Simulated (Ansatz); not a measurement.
```yaml
crystal:
  periodic: [false, false, false]
  atoms:
    - {symbol: Ge, position_ang: [-0.023869, -0.047426, -1.703235]}
    - {symbol: N, position_ang: [0.158574, 0.290437, 0.114545]}
    - {symbol: C, position_ang: [1.093696, -0.526288, 0.862769]}
    - {symbol: C, position_ang: [-1.035304, 0.636916, 0.860165]}
    - {symbol: H, position_ang: [1.402811, -0.000741, 1.796121]}
    - {symbol: H, position_ang: [2.013570, -0.711939, 0.270676]}
    - {symbol: H, position_ang: [0.685036, -1.523625, 1.174740]}
    - {symbol: H, position_ang: [-1.687363, 1.310080, 0.266128]}
    - {symbol: H, position_ang: [-1.654390, -0.245451, 1.171891]}
    - {symbol: H, position_ang: [-0.761812, 1.181946, 1.793463]}
    - {symbol: H, position_ang: [1.410873, -0.101907, -2.287626]}
    - {symbol: H, position_ang: [-0.843197, 1.130242, -2.290408]}
    - {symbol: H, position_ang: [-0.758602, -1.392245, -2.029230]}
basis:
  gaussian: {orbitals: 6-31G}
hamiltonian: {xc: {name: HF}}
correlation: {active_space: {window: {electrons: 6, orbitals: 2}}}
scf: {lower_state_search: full}
output: {forces: true}
```

```sh
$ ansatz run in.yaml --threads 4 --pin off --events-out ev --progress --plain --max-ram 3916MiB
```

Output, abridged:

```
Functional definition: HF
924 factors; integrals over basis functions are off by at most 3.8e-4 eV
mean field evaluation 1: about -60144.8608 eV, gradient 2.6e1 eV
mean field evaluation 2: about -60144.8619 eV, gradient 2.6e1 eV
mean field evaluation 4: about -60146.7512 eV, gradient 3.4e0 eV
mean field evaluation 8: about -60146.7838 eV, gradient 1.9e-4 eV
mean field -60146.78381709 eV, -2210.3535363238 hartree, gradient 2.0e-6 eV, S^2 0.000000; 0 other end points of the search recorded, 0 dependent functions left out
reference -60146.78381709 eV, -2210.3535363238 hartree; 30, 30 occupied and 44, 44 virtual orbitals, 924 factors
Error: 6 electrons in 2 orbitals form no window around the highest filled level of the reference
```

Problem. What is wrong with this run?

Solution. The active space doesn't fit the electrons. The run stopped with an error.
